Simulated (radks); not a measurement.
The nuclear charge of neutral iodine is varied continuously with 53 electrons held in [Kr] 4d10 5s2 5p5. All-electron calculation, non-relativistic Kohn-Sham, TPSS, spin-unpolarised, spherical densities, point nucleus; meta-GGA in the generalised Kohn-Sham scheme; relativity is left out, which matters for an element this heavy. Program: a radial shooting solver on a logarithmic mesh with Libxc functionals. By the Hellmann-Feynman theorem dE/dZ = E(electron-nucleus)/Z, the electronic potential at the nucleus.

| Z | E (hartree) | E(electron-nucleus)/Z (hartree) | HOMO | e(HOMO) (eV) | <r> HOMO (bohr) |
|---|---|---|---|---|---|
| 52.8 | -6858.39688 | -308.438 | 5p | -5.505 | 2.559 |
| 52.9 | -6889.27860 | -309.196 | 5p | -6.358 | 2.522 |
| 53 | -6920.23610 | -309.954 | 5p | -7.234 | 2.487 |
| 53.1 | -6951.26934 | -310.711 | 5p | -8.132 | 2.453 |
| 53.2 | -6982.37828 | -311.468 | 5p | -9.051 | 2.421 |
| 53.3 | -7013.56287 | -312.224 | 5p | -9.991 | 2.390 |
| 53.4 | -7044.82307 | -312.980 | 5p | -10.951 | 2.360 |
| 53.5 | -7076.15886 | -313.736 | 5p | -11.931 | 2.332 |
| 53.6 | -7107.57018 | -314.491 | 5p | -12.931 | 2.305 |
| 53.7 | -7139.05701 | -315.246 | 5p | -13.949 | 2.279 |
| 53.8 | -7170.61931 | -316.000 | 5p | -14.987 | 2.254 |
| 53.9 | -7202.25706 | -316.755 | 5p | -16.042 | 2.229 |
| 54 | -7233.97022 | -317.509 | 5p | -17.115 | 2.206 |

The central difference of E at Z = 53 is -309.954 hartree, to compare with the third column; the second derivative is -7.57 hartree.
